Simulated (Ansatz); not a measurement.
Input file for Ansatz (a program for electronic structure): U-wB97X-V/def2-TZVPP on O (SMILES [O]).

Ansatz 0.2 input:
```yaml
crystal:
  periodic: [false, false, false]
  atoms:
    - {symbol: O, position_ang: [0.00000000, 0.00000000, 0.00000000]}
basis:
  gaussian:
    orbitals: def2-TZVPP
hamiltonian:
  xc: {name: wB97X-V}
magnetization: {spin_polarized: true, initial_magnetization: 2}
```

Program output:

```
WARN ansatz: RAYON_NUM_THREADS=1 ignored (pool sized by the plan → 1); use --threads N
Functional definition: wB97X-V
integrals: 0.01 GiB planned
151 factors; their error is unknown
integrals: 0.04 GiB planned
27 factors; integrals over basis functions are off by at most 2.2e-4 eV
mean field: 0.08 GiB planned
mean field evaluation 1: about -2042.6189 eV, gradient 6.2e0 eV
mean field evaluation 2: about -2042.7038 eV, gradient 1.5e0 eV
mean field evaluation 4: about -2042.7125 eV, gradient 6.2e-2 eV
mean field evaluation 8: about -2042.7161 eV, gradient 2.6e-3 eV
mean field -2042.71609988 eV, -75.0684320678 hartree, gradient 4.9e-5 eV, S^2 2.003578; 0 other end points of the search recorded, 0 dependent functions left out
reference -2042.71609972 eV, -75.0684320619 hartree; 5, 3 occupied and 26, 28 virtual orbitals, 151 factors
Total energy: -2042.71609972 eV, -75.0684320619 hartree
```

The run converged.

Cost: very roughly 0.5 core-seconds.
